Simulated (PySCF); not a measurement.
Compound: C6H10FO (doublet state).
Numbering: `[F:1][CH2:2][C:3]1[CH2:4][CH2:5][O:6][CH2:7][CH2:8]1` (hydrogens: H9, H10 on C2; H11, H12 on C4; H13, H14 on C5; H15, H16 on C7; H17, H18 on C8)

Geometry (GFN2-xTB, Å), atoms numbered from 1 in this order:
```xyz
18
C6H10FO angstrom
F     -1.153   -0.359    2.067
C     -1.651   -0.818    0.827
C     -0.752   -0.468   -0.291
C      0.513   -1.218   -0.493
C      1.672   -0.381    0.119
O      1.696    0.914   -0.416
C      0.519    1.626   -0.147
C     -0.706    0.925   -0.799
H     -1.757   -1.900    0.952
H     -2.633   -0.345    0.729
H      0.488   -2.199   -0.021
H      0.723   -1.335   -1.560
H      2.639   -0.830   -0.121
H      1.542   -0.346    1.210
H      0.350    1.697    0.937
H      0.660    2.625   -0.562
H     -1.612    1.482   -0.562
H     -0.547    0.936   -1.881
```

The hyperfine couplings belong to this conformer and change with its torsions.

Level of theory: UKS B3LYP, pcH-1 on C F H O, non-relativistic, mean-field spin-orbit, GIAO in PySCF 2.14.0. Isolated species at its GFN2-xTB geometry (one conformer only). A GFN2-xTB geometry isn't a minimum of the functional, and hyperfine couplings can be far from their values at a DFT geometry. The SCF solution wasn't tested for stability.

Problem. Predict the first-order ENDOR lines of F1, H11/H12/H17/H18, H9/H10 and H13/H14/H15/H16 under fast tumbling at B = 3366.0 mT (W band).

Solution. ν± = |νn ± a/2|, one line for each electron-spin manifold; νn = |g_N| × 7.62259 MHz/T × B.

```json
{"nuclei": "F1", "isotope": "19F", "g_N": "5.2577", "νn (MHz)": "134.90", "a_iso (MHz)": "347.22", "lower line (MHz)": "38.71", "upper line (MHz)": "308.51"}
{"nuclei": "H11/H12/H17/H18", "isotope": "1H", "g_N": "5.5857", "νn (MHz)": "143.32", "a_iso (MHz)": "33.21", "lower line (MHz)": "126.71", "upper line (MHz)": "159.92"}
{"nuclei": "H9/H10", "isotope": "1H", "g_N": "5.5857", "νn (MHz)": "143.32", "a_iso (MHz)": "11.08", "lower line (MHz)": "137.78", "upper line (MHz)": "148.86"}
{"nuclei": "H13/H14/H15/H16", "isotope": "1H", "g_N": "5.5857", "νn (MHz)": "143.32", "a_iso (MHz)": "5.13", "lower line (MHz)": "140.75", "upper line (MHz)": "145.88"}
```

Problem. Which pairs are centred on the nuclear Larmor frequency, and which on half the coupling?

Solution. Centred on νn, since |a| < 2νn: H11/H12/H17/H18, H9/H10 and H13/H14/H15/H16. Centred on |a|/2 and split by 2νn: F1.

Problem. At what field would the lower line of H11/H12/H17/H18 fall to zero frequency?

Solution. Where νn = |a|/2, that is B = 16.60 MHz/(5.5857 × 7.62259 MHz/T) = 390 mT, as far as first order holds there.

Class means assume fast exchange of nuclei equivalent by connectivity; if that motion is slow, each nucleus keeps its own coupling. The 1H value of +33.2 MHz is a mean of couplings from 5.3 to 62.2 MHz in this one geometry, not an average over conformers. The 1H value of +5.1 MHz is a mean of couplings from -4.0 to 14.7 MHz in this one geometry, not an average over conformers.

The Mulliken spin populations are largest on C3 (+0.92), C4 (-0.07) and C8 (-0.07). C3 is the only atom above +0.15. The angles at C3 add up to 353.9°, so it is slightly pyramidal.
